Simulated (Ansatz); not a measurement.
Consider the isomerisation: `F[Si]1(Cl)CCO1` → `F[C@H](Cl)[Si@@H]1CO1`.

Program: Ansatz. Geometries: PBE0-D4/def2-TZVP. ΔE: electronic, gas phase. CCSD(T)/CBS is the MP2 limit (def2-TZVPP, def2-QZVPP) plus CCSD(T) − MP2 in def2-TZVPP, frozen cores. DFT in def2-TZVPP. B3LYP here is the variant with VWN-RPA as its local correlation; programs differ in this. One conformer a species, not always the lowest.

CCSD(T)/CBS gives +5.17 eV.

(1) Another level gave +5.22 eV. Which?
A. r2SCAN/def2-TZVPP
B. CCSD/def2-TZVPP
C. B3LYP/def2-TZVPP
D. B2PLYP/def2-TZVPP

Largest T1 diagnostic among the species: 0.013.

## Answers

(1) B. CCSD/def2-TZVPP 5.22, r2SCAN 5.04, B3LYP 4.96, B2PLYP 5.10 eV.

From PBE to PBE0 (25 % exact exchange), in def2-TZVPP and without D4, ΔE moves by +0.27 eV. In def2-TZVPP, CCSD(T) changes the Hartree–Fock value by −0.27 eV (the triples alone add −0.07 eV) and MP2 by −0.11 eV.
